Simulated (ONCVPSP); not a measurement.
# Au, ONCV: configuration errors across variants

- Element: gold (Au)
- Generator: ONCVPSP 4.0.1
- Type: optimised norm-conserving Vanderbilt (ONCV)
- Functional: LDA (Perdew-Zunger)
- Relativity: fully relativistic
- Frozen core: [Xe] 4f14
- Valence charge: 11
- Reference configuration: 5d10 6p1
- Partial waves: s scattering state at 0.47 Ha: rc 2.60 bohr, ncon 3, nbas 7, qcut 1.9 1/bohr, 2 projectors, debl 3.7 Ha; 6p: rc 3.30 bohr, ncon 4, nbas 8, qcut 2.9 1/bohr, 2 projectors, debl 2.6 Ha; 5d: rc 1.90 bohr, ncon 5, nbas 10, qcut 9.7 1/bohr, 2 projectors, debl 3.2 Ha
- Local potential: polynomial inside 1.70 bohr (lpopt 5, dvloc0 1 Ha)
- Core correction: none

Open shells are filled in proportion to 2j + 1.

In the s channel the program set the typed energies aside and used 0.050, 3.750 Ha.

All-electron excitation energies from the reference (eV): (1) 5d10 6s1 6p0 -5.343; (2) 5d10 6p0 4.447; (3) 5d9 6p0 25.969; (4) 5d9 6s2 6p0 -3.719.

2 further variants failed, have other tests or another functional or relativity, and are left out.

A true bound ghost makes a file unfit for plane-wave use even where its test errors are small: the radial tests pick states by their node count and pass the ghost by.

Errors AE − PS in meV (a dash: test not solved or not reliable):

| change | (1) | (2) | (3) | (4) | bound ghosts | GHOST(+) flags above zero |
| --- | --- | --- | --- | --- | --- | --- |
| base | +55 | -2.5 | -0.9 | +225 | none | s, p3/2, p1/2 |
| d: qcut 11.3 | +55 | -2.4 | -0.7 | +228 | none | s, p3/2, p1/2 |
| p: debl 2.25 | +55 | -2.5 | -0.9 | +225 | none | s, p3/2, p1/2 |
| s: nproj 3 | -1.4 | -2.5 | -0.9 | +120 | none | s, p3/2, p1/2 |
| d: rc 1.4; local potential polynomial inside 1.40 bohr (lpopt 5, dvloc0 1 Ha) | +291 | -2.5 | -0.3 | +928 | s | p3/2, p1/2 |

(1) Give the same row for: local potential polynomial inside 1.70 bohr (lpopt 5, dvloc0 -1 Ha).

Results:

(1) +73, -2.5, -0.6, +262; bound ghosts: none; GHOST(+) flags above zero: s, p3/2, p1/2.
